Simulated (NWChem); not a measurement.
Species: C$_{2}$H$_{6}$FNSi; SMILES C/C=N/[SiH2]F

```xyz
11

C     -0.1642     2.8000    -0.0027
C     -0.3634     1.3114    -0.0001
N      0.6005     0.4822    -0.0010
Si     0.5154    -1.2431     0.0022
F     -1.0097    -1.7938     0.0035
H     -0.6496     3.2482     0.8748
H      0.9001     3.0463     0.0003
H     -0.6431     3.2438    -0.8860
H     -1.4184     0.9864     0.0022
H      1.1868    -1.7349     1.2277
H      1.1865    -1.7396    -1.2214
```
Atoms are numbered in this order, from 1.

Level: B3LYP/6-31G* (spherical d) (NWChem), optimised geometry, unscaled harmonic frequencies. 

```csv
frequency (cm⁻¹),IR intensity (km/mol)
102,5.4
134,6.2
175,0.1
205,4.0
332,10.6
465,11.4
679,122.0
738,46.2
766,1.6
864,23.2
865,1.3
952,237.6
990,102.7
991,221.6
1121,0.0
1147,25.7
1414,6.5
1434,5.6
1497,23.5
1504,8.8
1770,285.3
2290,118.9
2293,189.3
2994,57.1
3041,9.9
3091,12.2
3160,10.9
```

```json
{
  "zero_point_energy": "50.0 kcal/mol",
  "thermal correction to the enthalpy at 298.15 K (with zero-point energy)": "54.8 kcal/mol",
  "heat capacity Cv": "22.0 cal/(mol K)",
  "entropy at 298.15 K and 1 atm (symmetry number 1)": "80.4 cal/(mol K)",
  "dipole_moment": "1.72 D"
}
```

Rigid rotor and harmonic oscillator.
